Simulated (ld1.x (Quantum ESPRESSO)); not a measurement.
# indium: excitation energies, all-electron against PAW

```
Element                 : In (Z = 49)
Generator               : ld1.x (Quantum ESPRESSO) 7.5
Type                    : PAW
Functional              : PBE
Relativity              : scalar-relativistic
Frozen core             : [Kr]
Valence charge          : 13
Reference configuration : 4d10 5s2 5p1
Partial waves           : 5s (bound): rcut 1.95, rcutus 2.20 bohr; 5s channel at 0.35 Ry: rcut 1.95, rcutus 2.20 bohr; 5p (bound): rcut 1.95, rcutus 2.30 bohr; 5p channel at 0.35 Ry: rcut 1.95, rcutus 2.30 bohr; 4d (bound): rcut 1.25, rcutus 1.70 bohr; 4d channel at -0.3 Ry: rcut 1.25, rcutus 1.70 bohr
Local potential         : all-electron potential smoothed inside 1.35 bohr (lloc = -2)
Core correction         : Bessel-smoothed model core inside 1.55 bohr
Augmentation charge     : BG, radius 1.20 bohr
```

Energies are relative to the spin-unpolarised reference configuration 4d10 5s2 5p1; without spin polarisation the order of configurations can differ from experiment. The frozen-core shift is the all-electron ΔE with the core orbitals held at their reference shape minus the fully relaxed ΔE.

(1) Give the all-electron excitation energy and the error of the potential for: 4d10 5s2 5p0; 4d10 5s1 5p0; 4d10 5s0 5p0; 4d9 5s0 5p0; 4d10 5s1 5p2; 4d10 5s2 5p1.3; 4d10 5s0 5p3.

## Answers

(1)

```tsv
valence configuration	charge	ΔE all-electron (eV)	error AE − PS (meV)	frozen-core shift (meV)
4d10 5s2 5p0	+1	5.363	-1.4	+1.3
4d10 5s1 5p0	+2	24.598	+8.6	+6.2
4d10 5s0 5p0	+3	52.918	-8.7	+19
4d9 5s0 5p0	+4	109.307	-243	+228
4d10 5s1 5p2	0	5.841	+5.1	+0.9
4d10 5s2 5p1.3	-0.3	-0.532	0.0	0.0
4d10 5s0 5p3	0	11.947	+0.7	+2.7
```
